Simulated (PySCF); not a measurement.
H₆NSi₂, SMILES [SiH3]N[SiH2] (connectivity only; charge and spin as stated), charge +1, multiplicity 1.

Geometry: TPSSh-D3(BJ)/def2-SVP. The spin state was assumed, not searched. The isomer is the one that the SMILES or the coordinates give; other isomers of the formula were not compared.

Level of theory: PySCF with SMD-ωB97X/def2-SVP.

Solvation free energies are E(SMD) − E(gas) at the gas-phase geometry, for 1 M in both phases.

Question: Estimate the solvation free energies in water, 1-octanol, ethanol. (Estimate from the structure and the level; the computed values follow.)

Answer: 
```tsv
solvent	ΔG(solv) (kcal/mol)	its non-electrostatic (CDS) part
water	-55.7	3.2
1-octanol	-53.4	0.1
ethanol	-57.4	-0.2
```
